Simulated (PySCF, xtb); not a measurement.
CH₄O₂, SMILES C(O)O. The values are those of a single conformer.

Harmonic wavenumbers (cm⁻¹) from GFN2-xTB (xtb 6.7.1) at its own minimum, in rising order: 379, 406, 528, 980, 1029, 1067, 1156, 1284, 1322, 1356, 1469, 2903, 2916, 3529, 3531.

Q: What does PBE-D3(BJ)/def2-TZVP run with PySCF give at its own minimum? (The exact figures need the calculation; the answer reports its results.)

A: 373, 386, 548, 980, 997, 1015, 1168, 1326, 1350, 1395, 1468, 2949, 2996, 3672, 3672. Paired by order, the mean absolute difference is 44 cm⁻¹ and the zero-point energies are 34.1 and 34.7 kcal/mol.
